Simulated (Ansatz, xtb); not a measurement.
Relative energy of two isomers of C4H9NO2Si

Structure I is `CN(C)[SiH]1OC=CO1`, a singlet and structure II is `C=N[SiH]1OCCCO1`, a singlet. Both are isolated molecules in the gas phase, relaxed with B3LYP-D3(BJ)/def2-SVP; the shapes shown needn't be the lowest conformers.

I (Å):

| atom | x (Å) | y (Å) | z (Å) |
| --- | --- | --- | --- |
| C | -1.0452 | -1.1870 | 1.6439 |
| C | 0.5397 | 0.6147 | 1.1631 |
| C | -1.0144 | -3.2578 | -1.7679 |
| C | -2.0393 | -2.4264 | -2.0157 |
| N | -0.2397 | -0.4950 | 0.6529 |
| O | 0.0848 | -2.6534 | -1.1942 |
| O | -1.8108 | -1.1151 | -1.6534 |
| Si | -0.2530 | -0.9984 | -0.9745 |
| H | -1.6052 | -2.0135 | 1.1814 |
| H | -1.7789 | -0.5057 | 2.1151 |
| H | -0.4167 | -1.6147 | 2.4479 |
| H | 1.1205 | 1.0852 | 0.3555 |
| H | -0.1071 | 1.3934 | 1.6112 |
| H | 1.2524 | 0.2855 | 1.9435 |
| H | 0.6522 | -0.1101 | -1.7327 |
| H | -0.9517 | -4.3287 | -1.9561 |
| H | -3.0087 | -2.6599 | -2.4537 |

II (Å):

```xyz
17

C    -2.5765    0.7297   -1.1438
C     0.8697   -1.5034    1.0707
C     1.8087   -2.0624   -0.0012
C     1.2126   -1.9787   -1.4087
N    -1.6579   -0.0898   -0.8592
O     0.5314   -0.1419    0.8224
O     0.8901   -0.6388   -1.7697
Si    0.0411    0.3033   -0.6993
H    -2.4164    1.8158   -1.3303
H    -3.6300    0.3987   -1.2260
H     0.3410    1.7349   -0.9323
H     1.3485   -1.5507    2.0617
H    -0.0525   -2.1140    1.1194
H     2.0425   -3.1149    0.2329
H     2.7575   -1.4996    0.0221
H     1.9312   -2.3587   -2.1522
H     0.3058   -2.6106   -1.4721
```

Quicker runs give these differences E(II) − E(I): GFN2-xTB +18.4 kJ/mol; HF/STO-3G +30.2 kJ/mol (at GFN2-xTB geometries); r2SCAN-D4/def2-SVP +5.9 kJ/mol (at GFN2-xTB geometries).

Estimate E(II) − E(I) at the level CCSD(T)/def2-SVP + ΔMP2/def2-TZVPP.

Calculated at CCSD(T)/def2-SVP + ΔMP2/def2-TZVPP: E(II) − E(I) = −18.1 kJ/mol, so structure II lies lower.

Level by level:

```tsv
level	geometry	E(II) − E(I) (kJ/mol)	departure from the last row (kJ/mol)	job, with rough time for the two
GFN2-xTB	GFN2-xTB	+18.4	+36.4	optimisation, 0.34 s
HF/STO-3G	GFN2-xTB	+30.2	+48.2	single point, 0.46 s
r2SCAN-D4/def2-SVP	GFN2-xTB	+5.9	+23.9	single point, 4.7 s
B3LYP-D3(BJ)/def2-SVP	B3LYP-D3(BJ)/def2-SVP	−11.3	+6.7	optimisation, 97 s
HF/def2-SVP	B3LYP-D3(BJ)/def2-SVP	−34.1	−16.1	part of the CCSD(T) run
MP2/def2-SVP	B3LYP-D3(BJ)/def2-SVP	−13.7	+4.3	part of the CCSD(T) run
CCSD(T)/def2-SVP	B3LYP-D3(BJ)/def2-SVP	−15.6	+2.4	single point
CCSD(T)/def2-SVP + ΔMP2/def2-TZVPP	B3LYP-D3(BJ)/def2-SVP	−18.1		single point, 2.4 min
```

As drawn, II has 1 C=N, 2 C–C in place of 2 C–N, 1 C=C. Structure I has a 5-membered ring, II a 6-membered ring.

GFN2-xTB, HF/STO-3G, r2SCAN-D4/def2-SVP put the two in the other order. The largest departure from CCSD(T)/def2-SVP + ΔMP2/def2-TZVPP is that of HF/STO-3G, 48.2 kJ/mol. A small imaginary or near-zero mode remains, so no thermal terms are given. The last row adds to CCSD(T) the change of the MP2 difference between the two basis sets, here −2.4 kJ/mol.

The correlated steps freeze 12 core orbitals. Run with Ansatz 0.2.0, xtb 6.7.1; the last row on 4 threads of Arm Neoverse V1 on a shared host.
